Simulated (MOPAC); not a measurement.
MOPAC input (PM7):

```
PM7 FORCE THERMO(298,298) PRECISE LET UHF MS=0.5 GEO-OK AUX(PRECISION=9) THREADS=1
FOS

O    -1.21846869 1   -0.48134023 1    0.06954319 1
S    -0.09158352 1    0.42717989 1   -0.01605968 1
F     1.25622893 1   -0.34673173 1   -0.03297117 1
```

From the output:

```
     F    3   0.548379   3.392575   3.774347

          HEAT OF FORMATION =     -62.256307 KCALS/MOLE

          ZERO POINT ENERGY       2.996 KCAL/MOL

           NORMAL COORDINATE ANALYSIS (Total motion = 1 Angstrom)

   Root No.       1         2         3

                 1 A'      2 A'      3 A'

                 275.0     708.4    1112.2

           1    0.1122   -0.1255    0.6462
           2    0.4004   -0.0363    0.0136
           3   -0.0000    0.0000   -0.0000
           4    0.1383   -0.0754   -0.3226
           5   -0.2146   -0.2900   -0.0246
           6    0.0000    0.0000    0.0000
           7   -0.3279    0.2329    0.0002
           8    0.0250    0.5199    0.0300
           9   -0.0000   -0.0000   -0.0000

           MASS-WEIGHTED COORDINATE ANALYSIS (NORMAL COORDINATES)

   Root No.       1         2         3

                 1 A'      2 A'      3 A'

                 275.0     708.4    1112.2

           1    0.1708   -0.1645    0.8151
           2    0.6093   -0.0476    0.0172
           3   -0.0000    0.0000   -0.0000
           4    0.2978   -0.1398   -0.5760
           5   -0.4623   -0.5379   -0.0439
           6    0.0000    0.0000    0.0000
           7   -0.5436    0.3325    0.0003
           8    0.0414    0.7424    0.0413
           9   -0.0000   -0.0000   -0.0000

          DESCRIPTION OF VIBRATIONS

 VIBRATION          1    1A'         ATOM PAIR     ENERGY CONTRIBUTION    RADIAL
 FREQUENCY           275.05         S 2 -- F 3         +53.7% ( 86.4%)      2.8%
 TRANSITION DIPOLE   2.1718         O 1 -- S 2         +46.3% ( 80.2%)      1.4%
 TRAVEL (Ang.)       0.1848
 REDUCED MASS        7.1750
 EFFECTIVE MASS     22.8317
 FORCE CONSTANT      0.3198

 VIBRATION          2    2A'         ATOM PAIR     ENERGY CONTRIBUTION    RADIAL
 FREQUENCY           708.39         S 2 -- F 3         +89.2% ( 99.4%)    100.0%
 TRANSITION DIPOLE   3.2947         O 1 -- S 2         +10.8% ( 34.7%)      0.3%
 TRAVEL (Ang.)       0.0914
 REDUCED MASS       11.3933
 EFFECTIVE MASS     22.6664
 FORCE CONSTANT      3.3686

 VIBRATION          3    3A'         ATOM PAIR     ENERGY CONTRIBUTION    RADIAL
 FREQUENCY          1112.20         O 1 -- S 2         +89.2% ( 99.8%)     99.8%
 TRANSITION DIPOLE   2.0368         S 2 -- F 3         +10.8% ( 34.8%)     24.5%
 TRAVEL (Ang.)       0.0755
 REDUCED MASS       10.6368
 EFFECTIVE MASS     20.7674
 FORCE CONSTANT      7.7522

      SYMMETRY NUMBER FOR POINT-GROUP Cs  =  1

          SYSTEM IS A GROUND STATE

 FOS

          MOLECULE IS NOT LINEAR

          THERE ARE  3 GENUINE VIBRATIONS IN THIS SYSTEM
          THIS THERMODYNAMICS CALCULATION IS LIMITED TO
          MOLECULES WHICH HAVE NO INTERNAL ROTATIONS

                    CALCULATED THERMODYNAMIC PROPERTIES
                                          *
   TEMP. (K)   PARTITION FUNCTION   H.O.F.    ENTHALPY  HEAT CAPACITY ENTROPY
                                   KCAL/MOL   CAL/MOLE    CAL/K/MOL  CAL/K/MOL

 298.00  VIB.     0.1413D+01                   366.9111     2.8010     1.9185
         ROT.     0.1569D+05                   888.2803     2.9808    22.1790
         INT.     0.2218D+05                  1255.1914     5.7818    24.0975
         TRA.     0.5309D+27                  1480.4672     4.9680    38.5246
         TOT.                      -62.256    2735.6586    10.7498    62.6221

   *: NOTE: HEATS OF FORMATION ARE RELATIVE TO THE
            ELEMENTS IN THEIR STANDARD STATE AT 298K
              (=  Standard Enthalpy of Formation).

            Hvib:  Zero-point energy is not included.
                   frequencies of less than zero cm-1 are not included.
            Hrot = (3/2)RT
            Htra = (3/2)RT + pV = (5/2)RT

            Heat capacity is Cp, not Cv

          For more information, see: HTTP://OpenMOPAC.net/Manual/thermochemistry.html

           FORCE CONSTANT IN CARTESIAN COORDINATES (Millidynes/A)

    ATOM   CHEMICAL       X               Y               Z
   NUMBER   SYMBOL  FORCE CONSTANT  FORCE CONSTANT  FORCE CONSTANT

      1       O        7.895147        0.278942        0.000475
      2       S        8.062914        3.092988        0.001880
      3       F        0.870560        3.121552        0.000389

 **********************
 *                    *
 * JOB ENDED NORMALLY *
 *                    *
 **********************

 == MOPAC DONE ==
```
